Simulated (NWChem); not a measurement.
System: CH$_{3}$F$_{2}$GaS; SMILES C[S][Ga]([F])[F]

NWChem input:

```
start job
memory heap 200 mb stack 900 mb global 1100 mb
geometry units angstroms
  Ga     0.151172     0.386205     0.305262
  F      1.166463     1.758254     0.728979
  F     -1.098262     0.026756     1.510983
  S      0.220307    -0.935200    -1.494422
  C     -1.203488    -2.008459    -1.071214
  H     -1.044328    -2.491042    -0.110112
  H     -1.241935    -2.754990    -1.858455
  H     -2.123993    -1.430483    -1.062182
end
basis spherical
  * library def2-svp
end
dft
  xc pbe0
  iterations 150
end
driver
  maxiter 120
end
task dft optimize
task dft freq
```

Parts of the log:

```
             Northwest Computational Chemistry Package (NWChem) 7.3.0
             --------------------------------------------------------

 C1  symmetry detected

                             Geometry "geometry" -> ""
                             -------------------------

 Output coordinates in angstroms (scale by  1.889725989 to convert to a.u.)

  No.       Tag          Charge          X              Y              Z
 ---- ---------------- ---------- -------------- -------------- --------------
    1 Ga                  31.0000     0.03961347     0.61223801     0.00090337
    2 F                    9.0000     0.88542399     2.15410363    -0.01029316
    3 F                    9.0000    -1.72648995     0.76987414     0.00993563
    4 S                   16.0000     0.86293496    -1.46425240     0.00999251
    5 C                    6.0000    -0.73230007    -2.36567293    -0.01913368
    6 H                    1.0000    -1.34457240    -2.08411816     0.83396937
    7 H                    1.0000    -0.46744430    -3.41645726     0.04597246
    8 H                    1.0000    -1.25956632    -2.17252704    -0.94980669

 Effective nuclear repulsion energy (a.u.)     458.4433766994

                                Z-matrix (autoz)
                                --------

 Units are Angstrom for bonds and degrees for angles

[...]

      ----------------------
      Optimization converged
      ----------------------

  Step       Energy      Delta E   Gmax     Grms     Xrms     Xmax
  ---- ---------------- -------- -------- -------- -------- --------
@    7   -2561.57158285 -3.7D-07  0.00006  0.00002  0.00038  0.00076
                                     ok       ok       ok       ok

                                Z-matrix (autoz)
                                --------

 Units are Angstrom for bonds and degrees for angles

      Type          Name      I     J     K     L     M      Value     Gradient
      ----------- --------  ----- ----- ----- ----- ----- ---------- ----------
    1 Stretch                  1     2                       1.73926   -0.00002
    2 Stretch                  1     3                       1.74483    0.00000
    3 Stretch                  1     4                       2.16644   -0.00001
    4 Stretch                  4     5                       1.83098    0.00006
    5 Stretch                  5     6                       1.09685    0.00001
    6 Stretch                  5     7                       1.09806   -0.00000
    7 Stretch                  5     8                       1.09702    0.00000
    8 Bend                     1     4     5               100.23828   -0.00001
    9 Bend                     2     1     3               115.29020   -0.00001
   10 Bend                     2     1     4               124.04179    0.00000
   11 Bend                     3     1     4               120.66753    0.00001
   12 Bend                     4     5     6               111.76935   -0.00001
   13 Bend                     4     5     7               105.52054   -0.00001
   14 Bend                     4     5     8               111.49371   -0.00001
   15 Bend                     6     5     7               109.01387    0.00001
   16 Bend                     6     5     8               109.88691    0.00000
   17 Bend                     7     5     8               109.01161    0.00001
   18 Torsion                  1     4     5     6         -58.04878   -0.00001
   19 Torsion                  1     4     5     7        -176.40791   -0.00001
   20 Torsion                  1     4     5     8          65.38143   -0.00002
   21 Torsion                  2     1     4     5        -179.33906   -0.00000
   22 Torsion                  3     1     4     5           0.92714    0.00000

                         Geometry "geometry" -> "geometry"
                         ---------------------------------

 Output coordinates in angstroms (scale by  1.889725989 to convert to a.u.)

  No.       Tag          Charge          X              Y              Z
 ---- ---------------- ---------- -------------- -------------- --------------
    1 Ga                  31.0000    -0.01032172     0.62202656    -0.00081035
    2 F                    9.0000     0.94848276     2.07313823    -0.00197547
    3 F                    9.0000    -1.73746440     0.86980555     0.00462127
    4 S                   16.0000     0.81887611    -1.37944116     0.00232407
    5 C                    6.0000    -0.72105603    -2.36972592    -0.01829418
    6 H                    1.0000    -1.36455768    -2.13904826     0.83948371
    7 H                    1.0000    -0.39782392    -3.41701501     0.04838061
    8 H                    1.0000    -1.27853575    -2.22655198    -0.95218983

 Effective nuclear repulsion energy (a.u.)     464.9053510502

                Final and change from initial internal coordinates
                --------------------------------------------------

                                Z-matrix (autoz)
                                --------

 Units are Angstrom for bonds and degrees for angles

[...]

 Rotational Constants
 --------------------
 A=   0.156916 cm-1  (  0.225762 K)
 B=   0.062039 cm-1  (  0.089259 K)
 C=   0.044846 cm-1  (  0.064523 K)

 Temperature                      =   298.15K
 frequency scaling parameter      =   1.0000

 Zero-Point correction to Energy  =   27.192 kcal/mol  (  0.043333 au)
 Thermal correction to Energy     =   31.434 kcal/mol  (  0.050093 au)
 Thermal correction to Enthalpy   =   32.026 kcal/mol  (  0.051037 au)

 Total Entropy                    =   84.693 cal/mol-K
   - Translational                =   40.985 cal/mol-K (mol. weight = 153.9180)
   - Rotational                   =   27.692 cal/mol-K (symmetry #  =        1)
   - Vibrational                  =   16.016 cal/mol-K

 Cv (constant volume heat capacity) =   20.310 cal/mol-K
   - Translational                  =    2.979 cal/mol-K
   - Rotational                     =    2.979 cal/mol-K
   - Vibrational                    =   14.351 cal/mol-K

[normal modes left out]

 ----------------------------------------------------------------------------
 Normal Eigenvalue ||           Projected Infra Red Intensities
  Mode   [cm**-1]  || [atomic units] [(debye/angs)**2] [(KM/mol)] [arbitrary]
 ------ ---------- || -------------- ----------------- ---------- -----------
    1      -37.248 ||    0.000633           0.015         0.617       0.479
    2       -0.000 ||    0.000733           0.017         0.714       0.555
    3       -0.000 ||    0.000267           0.006         0.260       0.202
    4        0.000 ||    0.001155           0.027         1.126       0.874
    5        0.000 ||    0.000007           0.000         0.007       0.005
    6        0.000 ||    0.000275           0.006         0.268       0.208
    7        0.000 ||    0.000054           0.001         0.052       0.041
    8       81.076 ||    0.000118           0.003         0.115       0.089
    9       92.884 ||    0.005808           0.134         5.662       4.396
   10      177.800 ||    0.034541           0.797        33.672      26.142
   11      188.342 ||    0.029731           0.686        28.983      22.502
   12      215.859 ||    0.007515           0.173         7.326       5.688
   13      428.637 ||    0.020502           0.473        19.986      15.516
   14      703.440 ||    0.077164           1.780        75.223      58.401
   15      715.404 ||    0.014955           0.345        14.579      11.319
   16      745.408 ||    0.072848           1.681        71.016      55.135
   17      966.767 ||    0.005270           0.122         5.137       3.988
   18      980.688 ||    0.005369           0.124         5.234       4.064
   19     1340.439 ||    0.007878           0.182         7.680       5.962
   20     1446.945 ||    0.011171           0.258        10.890       8.455
   21     1449.993 ||    0.010957           0.253        10.681       8.293
   22     3085.055 ||    0.009532           0.220         9.293       7.214
   23     3200.961 ||    0.000500           0.012         0.488       0.379
   24     3210.177 ||    0.000123           0.003         0.120       0.093
 ----------------------------------------------------------------------------

 ===============================================================================
      Negative Nuclear Hessian Mode    1  Eigenvalue =    -37.25 cm**(-1)
 -------------------------------------------------------------------------------
   Raw step length:  0.492 angstroms ;  The Raw step for this mode is:
    1 Ga                  31.0000     0.00075711    -0.00005732    -0.00111949
    2 F                    9.0000    -0.00115423     0.00110696    -0.01478423
    3 F                    9.0000     0.00021801    -0.00293432     0.02933441
    4 S                   16.0000    -0.00022266    -0.00008019     0.01038276
    5 C                    6.0000    -0.00160640     0.00238044    -0.03434821
    6 H                    1.0000    -0.15043964     0.18451918    -0.19536599
    7 H                    1.0000    -0.01991173     0.01417509     0.23882121
    8 H                    1.0000     0.16241208    -0.18612611    -0.16157894

  Geometry after  100.0% step for mode  1; Step length =  0.492 angstroms
   Maximum component (any atom: x,y, or z) displacement:  0.451
    1 Ga                  31.0000    -0.00956461     0.62196924    -0.00192985
    2 F                    9.0000     0.94732853     2.07424519    -0.01675970
    3 F                    9.0000    -1.73724639     0.86687123     0.03395568
    4 S                   16.0000     0.81865345    -1.37952135     0.01270682
    5 C                    6.0000    -0.72266243    -2.36734548    -0.05264238
    6 H                    1.0000    -1.51499732    -1.95452908     0.64411773
    7 H                    1.0000    -0.41773565    -3.40283992     0.28720182
    8 H                    1.0000    -1.11612367    -2.41267809    -1.11376877

  Geometry after -100.0% step for mode  1; Step length =  0.492 angstroms
   Maximum component (any atom: x,y, or z) displacement:  0.451
    1 Ga                  31.0000    -0.01107883     0.62208388     0.00030914
    2 F                    9.0000     0.94963699     2.07203126     0.01280876
    3 F                    9.0000    -1.73768240     0.87273988    -0.02471314
    4 S                   16.0000     0.81909878    -1.37936097    -0.00805869
    5 C                    6.0000    -0.71944962    -2.37210636     0.01605403
    6 H                    1.0000    -1.21411804    -2.32356744     1.03484970
    7 H                    1.0000    -0.37791218    -3.43119010    -0.19044060
    8 H                    1.0000    -1.44094783    -2.04042587    -0.79061089

  Geometry after   50.0% step for mode  1; Step length =  0.246 angstroms
   Maximum component (any atom: x,y, or z) displacement:  0.226
    1 Ga                  31.0000    -0.00994317     0.62199790    -0.00137010
    2 F                    9.0000     0.94790565     2.07369171    -0.00936759
    3 F                    9.0000    -1.73735539     0.86833839     0.01928847
    4 S                   16.0000     0.81876478    -1.37948126     0.00751544
    5 C                    6.0000    -0.72185923    -2.36853570    -0.03546828
    6 H                    1.0000    -1.43977750    -2.04678867     0.74180072
    7 H                    1.0000    -0.40777978    -3.40992746     0.16779121
    8 H                    1.0000    -1.19732971    -2.31961504    -1.03297930

  Geometry after  -50.0% step for mode  1; Step length =  0.246 angstroms
   Maximum component (any atom: x,y, or z) displacement:  0.226
    1 Ga                  31.0000    -0.01070027     0.62205522    -0.00025061
    2 F                    9.0000     0.94905988     2.07258475     0.00541665
    3 F                    9.0000    -1.73757340     0.87127272    -0.01004594
    4 S                   16.0000     0.81898744    -1.37940106    -0.00286731
    5 C                    6.0000    -0.72025282    -2.37091614    -0.00112007
    6 H                    1.0000    -1.28933786    -2.23130785     0.93716671
    7 H                    1.0000    -0.38786805    -3.42410255    -0.07102999
    8 H                    1.0000    -1.35974179    -2.13348893    -0.87140036

  Geometry after   44.3% step for mode  1; Step length =  0.218 angstroms
   Maximum component (any atom: x,y, or z) displacement:  0.200
    1 Ga                  31.0000    -0.00998620     0.62200116    -0.00130647
    2 F                    9.0000     0.94797125     2.07362879    -0.00852722
    3 F                    9.0000    -1.73736778     0.86850519     0.01762104
    4 S                   16.0000     0.81877743    -1.37947670     0.00692526
    5 C                    6.0000    -0.72176791    -2.36867101    -0.03351585
    6 H                    1.0000    -1.43122616    -2.05727717     0.75290578
    7 H                    1.0000    -0.40664795    -3.41073321     0.15421606
    8 H                    1.0000    -1.20656159    -2.30903519    -1.02379477

  Geometry after  -44.3% step for mode  1; Step length =  0.218 angstroms
   Maximum component (any atom: x,y, or z) displacement:  0.200
    1 Ga                  31.0000    -0.01065724     0.62205196    -0.00031424
    2 F                    9.0000     0.94899427     2.07264767     0.00457628
    3 F                    9.0000    -1.73756101     0.87110592    -0.00837850
    4 S                   16.0000     0.81897479    -1.37940562    -0.00227713
    5 C                    6.0000    -0.72034414    -2.37078083    -0.00307250
    6 H                    1.0000    -1.29788920    -2.22081935     0.92606165
    7 H                    1.0000    -0.38899988    -3.42329681    -0.05745484
    8 H                    1.0000    -1.35050991    -2.14406877    -0.88058488

  Geometry after   22.2% step for mode  1; Step length =  0.109 angstroms
   Maximum component (any atom: x,y, or z) displacement:  0.100
    1 Ga                  31.0000    -0.01015396     0.62201386    -0.00105841
    2 F                    9.0000     0.94822701     2.07338351    -0.00525134
    3 F                    9.0000    -1.73741609     0.86915537     0.01112115
    4 S                   16.0000     0.81882677    -1.37945893     0.00462467
    5 C                    6.0000    -0.72141197    -2.36919847    -0.02590501
    6 H                    1.0000    -1.39789192    -2.09816272     0.79619475
    7 H                    1.0000    -0.40223593    -3.41387411     0.10129833
    8 H                    1.0000    -1.24254867    -2.26779359    -0.98799230

  Geometry after  -22.2% step for mode  1; Step length =  0.109 angstroms
   Maximum component (any atom: x,y, or z) displacement:  0.100
    1 Ga                  31.0000    -0.01048948     0.62203926    -0.00056230
    2 F                    9.0000     0.94873852     2.07289295     0.00130040
    3 F                    9.0000    -1.73751270     0.87045574    -0.00187862
    4 S                   16.0000     0.81892545    -1.37942339     0.00002347
    5 C                    6.0000    -0.72070008    -2.37025337    -0.01068334
    6 H                    1.0000    -1.33122344    -2.17993381     0.88277268
    7 H                    1.0000    -0.39341190    -3.42015591    -0.00453712
    8 H                    1.0000    -1.31452283    -2.18531037    -0.91638735
```

Level: PBE0/def2-SVP. The optimisation ended at a saddle point (imaginary frequency).
